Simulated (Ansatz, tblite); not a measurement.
Forces on RuCl3 at its r2SCAN-D4/def2-SVP geometry. Total charge 0; doublet.

In the def2 sets Ru takes a core potential; there is no spin–orbit coupling. The xTB rows come from tblite. At PBE-D4/def2-TZVP the charge 0 doublet is spin-contaminated (final ⟨S²⟩ up to 1.54, 0.75 for a pure state). Another isomer (quartet) lies 0.52 eV lower at PBE0-D4/def2-TZVP; other spin states weren't run for this one.

GFN1-xTB (tblite), largest force 1.56 eV/Å:

```xyz
4
positions Å, forces eV/Å
Ru    0.191   -0.128    0.013   -0.424    0.223    0.432
Cl    1.501    1.378    0.980   -0.813   -1.168   -0.648
Cl   -1.087    0.889   -1.464    0.538   -0.415    0.500
Cl   -0.605   -2.138    0.470    0.699    1.359   -0.284
```

GFN2-xTB (tblite), largest force 1.37 eV/Å:

```
Ru -0.414 0.192 0.456
Cl -0.690 -1.035 -0.584
Cl 0.462 -0.344 0.392
Cl 0.642 1.186 -0.264
```

PBE-D4/def2-TZVP (Ansatz), largest force 0.63 eV/Å:

```
Ru -0.196 0.334 0.017
Cl -0.338 -0.455 -0.275
Cl 0.344 -0.312 0.380
Cl 0.190 0.433 -0.122
```
